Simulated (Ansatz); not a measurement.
Consider the formal exchange of groups at a C–C bond: `FC(F)C(F)C(F)(F)F` + `COBCl` → `FC(F)(F)COBCl` + `FCC(F)F`.

Program: Ansatz. Geometries: PBE0-D4/def2-TZVP. ΔE: electronic, gas phase. CCSD(T)/CBS is the MP2 limit (def2-TZVPP, def2-QZVPP) plus CCSD(T) − MP2 in def2-TZVPP, frozen cores. Functionals use def2-TZVPP. HSE06 is defined as in plane-wave codes. Each species was taken in one conformer, which may not be the lowest.

Problem. Is it downhill or uphill in electronic energy at CCSD(T)/CBS, and by how much? (An estimate is asked.)

Solution. The calculation gave: Downhill: ΔE = -22.2 kJ/mol.

Problem. What do these levels give: r2SCAN-D4, B97M-V, HSE06-D4, CAM-B3LYP-D4, ωB97X-V, revPBE, BLYP, r2SCAN, BHLYP, RPA@PBE/def2-TZVPP, HF/def2-SVP, MP2/def2-SVP? (Best estimate.)

Solution. Ansatz gave: r2SCAN-D4 -18.3, B97M-V -18.1, HSE06-D4 -20.9, CAM-B3LYP-D4 -22.0, ωB97X-V -20.0, revPBE -21.9, BLYP -22.5, r2SCAN -18.4, BHLYP -24.8, RPA@PBE/def2-TZVPP -19.7, HF/def2-SVP -29.8, MP2/def2-SVP -19.4 kJ/mol.

Largest T1 diagnostic among the species: 0.012.

Leaving LDA and LC-ωPBE aside and taking each functional with its dispersion term where it has one, the values, not all of them listed here, spread over 5.8 kJ/mol, from BHLYP-D4 to B97M-V. LDA lies +3.8 kJ/mol from PBE without D4. In def2-TZVPP, CCSD(T) changes the Hartree–Fock value by +7.5 kJ/mol (the triples alone add +1.3 kJ/mol) and MP2 by +7.1 kJ/mol.
